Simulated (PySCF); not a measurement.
Cartesian coordinates (Å):
```xyz
8

N      1.5105    -0.0792     0.4912
Sn     0.0414     0.2553    -0.9182
N     -1.6586    -0.2063     0.1718
H      2.3653     0.4418     0.3308
H      1.7637    -1.0499     0.6332
H      0.0240     2.0001    -1.0786
H     -2.4965    -0.3320    -0.3856
H     -1.5499    -1.0297     0.7554
```
Charge 0, spin multiplicity 2.

**Question.** What dipole moment, total energy and highest occupied spin orbital does PySCF with PBE-D3(BJ)/def2-TZVP // B3LYP-D3(BJ)/def2-TZVP give?

**Answer.** 
```
Item                                 Value
-----------------------------  -----------
dipole moment                       1.94 D
total energy                   -8890.17 eV
highest occupied spin orbital     -4.39 eV
```
